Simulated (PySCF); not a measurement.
Atoms are numbered as in `[NH2:1][SiH:2]([NH2:3])[O:4][CH:5]1[CH2:6][CH2:7][CH2:8]1`; H(Xn) means a hydrogen on atom n. Ha(C6), Ha(C7), Ha(C8) are cis to O4 on the ring; Hb(C6), Hb(C7), Hb(C8) are trans to O4 on the ring.

[PySCF: GFN2-xTB geometry; shielding tensors at PBE0/pcSseg-1 (GIAO); a single conformation; in vacuum; non-relativistic Hamiltonian; one averaged value for each set of equivalent atoms]

Referencing at the same level of theory: TMS for 13C (186.93 ppm), 1H (31.72 ppm), 29Si (349.16 ppm); NH3 for 15N (267.73 ppm); 17O (336.08 ppm) vs H2O.

```csv
atoms,nucleus,count,δ (ppm)
H(C5),1H,1,?
Ha(C7),1H,1,1.81
Si2,29Si,1,-39.6
C5,13C,1,66.5
O4,17O,1,?
C6/C8,13C,2,35.2
Hb(C6)/Hb(C8),1H,2,?
H(N1)/H(N3),1H,4,0.23
C7,13C,1,12.8
Hb(C7),1H,1,?
Ha(C6)/Ha(C8),1H,2,2.08
N1/N3,15N,2,26.1
H(Si2),1H,1,5.07
```

Fill in the missing shifts.

## Answers


- H(C5): 4.91 ppm, hydrogen on an sp3 CH bonded to O; its carbon carries O, an electronegative neighbour
- Hb(C6)/Hb(C8): 2.48 ppm, hydrogen on an sp3 CH2 in a ring
- Hb(C7): 1.63 ppm, hydrogen on an sp3 CH2 in a ring; far from electronegative atoms and π systems
- O4: 96.7 ppm, oxygen bonded to C, Si

OH/NH shifts are gas-phase values; hydrogen bonding in solution moves them, usually downfield. Shifts are as computed. Against solution values, carbons near 30 ppm lie about +3 ppm off and those near 130 ppm about +5 ppm. Of 1211 compounds with measured shifts, 218 miss one by over three times the rms of a fit or turn the order of signals round; such compounds aren't used in these exercises. Experimental scales use liquid or dissolved standards, which lie at an offset from isolated NH3 (liquid NH3: subtract about 20 ppm) and H2O (liquid H2O: subtract about 36 ppm).
